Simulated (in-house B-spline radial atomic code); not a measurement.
Cu is squeezed into an impenetrable sphere of radius R (the orbitals vanish at R). Caution: exact exchange at fractional occupations of open shells leaves self-interaction of up to several eV. Level of theory: non-relativistic PBE0, spin-polarised, spherical fractional occupations, point nucleus; calculated with a B-spline radial code for spherical atoms.

Energies in eV above the free atom in [Ar] 3d10 4s1:

```json
{"R (bohr)": "8.42", "highest level (eV)": "-5.29", "[Ar] 3d10 4s1": "0.03487", "[Ne] 3s2 3p5 3d10 4s1 4f1": "86.18", "[Ar] 3d10 4f1": "12.07", "-dE/dV in [Ar] 3d10 4s1 (GPa)": "0.0469"}
{"R (bohr)": "6.48", "highest level (eV)": "-4.9", "[Ar] 3d10 4s1": "0.2948", "[Ne] 3s2 3p5 3d10 4s1 4f1": "90.76", "[Ar] 3d10 4f1": "16.88", "-dE/dV in [Ar] 3d10 4s1 (GPa)": "0.666"}
{"R (bohr)": "4.75", "highest level (eV)": "-2.91", "[Ar] 3d10 4s1": "2.116", "[Ne] 3s2 3p5 3d10 4s1 4f1": "101.5", "[Ar] 3d10 4f1": "27.64", "-dE/dV in [Ar] 3d10 4s1 (GPa)": "9.69"}
{"R (bohr)": "4.19", "highest level (eV)": "-0.985", "[Ar] 3d10 4s1": "4.227", "[Ne] 3s2 3p5 3d10 4s1 4f1": "108.9", "[Ar] 3d10 4f1": "34.63", "-dE/dV in [Ar] 3d10 4s1 (GPa)": "26.4"}
{"R (bohr)": "3.59", "highest level (eV)": "3.16", "[Ar] 3d10 4s1": "9.39", "[Ne] 3s2 3p5 3d10 4s1 4f1": "122.4", "[Ar] 3d10 4f1": "46.76", "-dE/dV in [Ar] 3d10 4s1 (GPa)": "87.3"}
{"R (bohr)": "3.07", "highest level (eV)": "10.7", "[Ar] 3d10 4s1": "20.1", "[Ne] 3s2 3p5 3d10 4s1 4f1": "144.2", "[Ar] 3d10 4f1": "65.22", "-dE/dV in [Ar] 3d10 4s1 (GPa)": "283"}
{"R (bohr)": "2.53", "highest level (eV)": "28.4", "[Ar] 3d10 4s1": "49.15", "[Ne] 3s2 3p5 3d10 4s1 4f1": "191.6", "[Ar] 3d10 4f1": "103.1", "-dE/dV in [Ar] 3d10 4s1 (GPa)": "1180"}
{"R (bohr)": "2.02", "highest level (eV)": "72.1", "[Ar] 3d10 4s1": "134", "[Ne] 3s2 3p5 3d10 4s1 4f1": "306.9", "[Ar] 3d10 4f1": "190.9", "-dE/dV in [Ar] 3d10 4s1 (GPa)": "6160"}
{"R (bohr)": "1.88", "highest level (eV)": "94.9", "[Ar] 3d10 4s1": "183.7", "[Ne] 3s2 3p5 3d10 4s1 4f1": "368.9", "[Ar] 3d10 4f1": "237.7", "-dE/dV in [Ar] 3d10 4s1 (GPa)": "10400"}
{"R (bohr)": "1.42", "highest level (eV)": "258", "[Ar] 3d10 4s1": "616.1", "[Ne] 3s2 3p5 3d10 4s1 4f1": "865.5", "[Ar] 3d10 4f1": "621.2", "-dE/dV in [Ar] 3d10 4s1 (GPa)": "77900"}
```

Q: Does [Ne] 3s2 3p5 3d10 4s1 4f1 fall below [Ar] 3d10 4s1 under compression?

A: No, it stays above over the whole range.

Q: Does [Ar] 3d10 4f1 fall below [Ar] 3d10 4s1 under compression?

A: No, it stays above over the whole range.

The highest level is first positive in the row R = 3.59 bohr, pushed up by confinement above the zero of the free ion's potential. Each configuration is held fixed and needn't be the lowest in the sphere.
